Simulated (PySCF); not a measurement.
Geometry (Å), atoms numbered from 1 in this order:
```xyz
21

C     3.8208   -0.3313    0.1639
O     2.4430   -0.1041    0.1789
Si    1.3847   -0.6990   -0.9685
N    -0.2421   -0.4041   -0.5256
C    -0.9885   -1.2368    0.4183
C    -2.2765   -0.4529    0.6877
C    -2.4335    0.4098   -0.5601
C    -0.9913    0.8007   -0.8552
H     4.2623    0.0746    1.0875
H     4.3181    0.1644   -0.6917
H     4.0689   -1.4094    0.1180
H     1.6450   -0.0249   -2.2779
H     1.6049   -2.1766   -1.0714
H    -1.2102   -2.2263   -0.0233
H    -0.4305   -1.4185    1.3533
H    -3.1377   -1.1079    0.8840
H    -2.1452    0.1941    1.5704
H    -2.8351   -0.1907   -1.3930
H    -3.0953    1.2762   -0.4148
H    -0.6977    1.6650   -0.2254
H    -0.8313    1.0948   -1.9054
```

Geometry: PBE0-D3(BJ)/def2-SVP; GIAO absolute shieldings from PySCF, gas phase, non-relativistic, averaged over equivalent atoms.

At wB97X-D/pcSseg-1 (208 basis functions, 84 s wall time on 1 thread of an Arm Neoverse N1, shared host):
```
          atoms  σ (ppm)
             C1    134.4
          C5/C8    134.6
          C6/C7    154.5
             O2    317.8
            Si3    380.5
             N4    214.3
        H12/H13    26.74
     H9/H10/H11    27.88
H14/H15/H20/H21    28.31
H16/H17/H18/H19    29.77
```

Q: Predict the values at PBE0/pcSseg-1 on the same geometry.

A: 
| atoms | σ at PBE0/pcSseg-1 | change |
| --- | --- | --- |
| C1 | 134.5 | +0.1 |
| C5/C8 | 133.9 | -0.7 |
| C6/C7 | 153.9 | -0.6 |
| O2 | 315.1 | -2.7 |
| Si3 | 380.2 | -0.3 |
| N4 | 210.1 | -4.2 |
| H12/H13 | 26.53 | -0.21 |
| H9/H10/H11 | 27.74 | -0.14 |
| H14/H15/H20/H21 | 28.13 | -0.18 |
| H16/H17/H18/H19 | 29.62 | -0.15 |

The largest change is at N4 (nitrogen bonded to 2 C, Si, in a 5-membered ring). Cost: 208 basis functions, 68 s wall time on 1 thread of an Arm Neoverse N1, shared host. The order of the carbon signals changes between the two levels.
